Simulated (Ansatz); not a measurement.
`Cl[SiH2][SbH2]` + `O[SiH3]` → `[SiH3][O][SbH2]` + `[SiH3]Cl` at 500 K and 1 bar (cleavage of the Sb–Si bond).

Isolated molecules relaxed with PBE0-D4/def2-TZVP in Ansatz; ΔE leaves out vibrations. CBS: MP2 limit from def2 TZ/QZ plus the TZ coupled-cluster correction, frozen cores. This one scheme is used for every species. def2 core potentials past Kr. For Sb outer-core shells are correlated without core-valence functions, which leaves a few kJ/mol of doubt a bond.

```
          species  CCSD(T)/CBS energy (Eh)  H − E (kJ/mol)  S (J/(mol·K))
 `Cl[SiH2][SbH2]`               -991.31414           123.2          390.1
        `O[SiH3]`               -366.69042           127.5          292.9
`[SiH3][O][SbH2]`               -607.29789           151.3          406.6
       `[SiH3]Cl`               -750.69636            92.3          281.7
```

H − E and S are ideal-gas, rigid-rotor, harmonic terms from PBE0-D4/def2-TZVP, for one conformer and one mirror image of each species. 1 Eh = 2625.50 kJ/mol, R = 8.31446 J/(mol·K).

Task: By hand: ΔE, ΔH, ΔS and ΔG.

Result: ΔE = (-607.29789) + (-750.69636) − (-991.31414) − (-366.69042) = 0.01031 Eh = 27.1 kJ/mol. Δ(H − E) = 151.3 + 92.3 − 123.2 − 127.5 = -7.1, so ΔH = 20.0 kJ/mol. ΔS = 406.6 + 281.7 − 390.1 − 292.9 = 5.3 J/(mol·K). ΔG = 20.0 − 500 × (5.3)/1000 = 17.4 kJ/mol.

Task: By hand: the equilibrium constant, and the temperature at which ΔG would vanish if ΔH and ΔS stayed fixed.

Result: log₁₀ K = −ΔG/(RT ln 10) = -1.8. ΔG = 0 at ΔH/ΔS = 3774 K, far beyond where these terms or the molecules hold.

The number of gas molecules stays the same, so ΔS is small and ΔH decides. A doubt of 5 kJ/mol in ΔE shifts log₁₀ K by 0.5 here. Other conformers and mirror images would add mixing entropy, several J/(mol·K) or more a flexible species. Modes under 60 cm⁻¹, often nearly free rotors, make the harmonic entropy too high. These are equilibria of isolated gas molecules and say nothing of rates. Largest T1 diagnostic: 0.014 (customary marks: 0.02 for closed shells, 0.045 for open ones).
